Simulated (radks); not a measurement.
Polarisability of the titanium ion Ti+, [Ar] 3d2 4s1, at imaginary frequency. Method: non-relativistic Kohn-Sham, LDA (Slater exchange, Perdew-Wang correlation), spin-unpolarised, spherical densities, point nucleus; computed with a radial shooting solver on a logarithmic mesh with Libxc functionals. Response by self-consistent Sternheimer equations with the Hartree and adiabatic LDA kernel.

w (hartree)  alpha1(iw) (bohr^3)
0.00266                    44.13
0.0143                     43.82
0.0360                     42.17
0.0697                     37.65
0.118                      29.88
0.186                      20.98
0.280                      13.63
0.413                      8.669
0.605                      5.557
0.892                      3.574
1.35                       2.219
2.12                       1.239
3.59                      0.5699
6.94                      0.1951
17.5                     0.04140

Static values: alpha1 = 44.14 bohr^3 (6.541 angstrom^3; uncoupled 64.46). C6 = 273.6, triple-dipole C9 = 8491 atomic units. One-pole (London) frequency 4 C6 / (3 alpha1^2) = 0.187 hartree, against 0.386 for minus the highest occupied eigenvalue. The dipole shielding factor is 0.954, as the force sum rule N/Z = 0.955 demands.
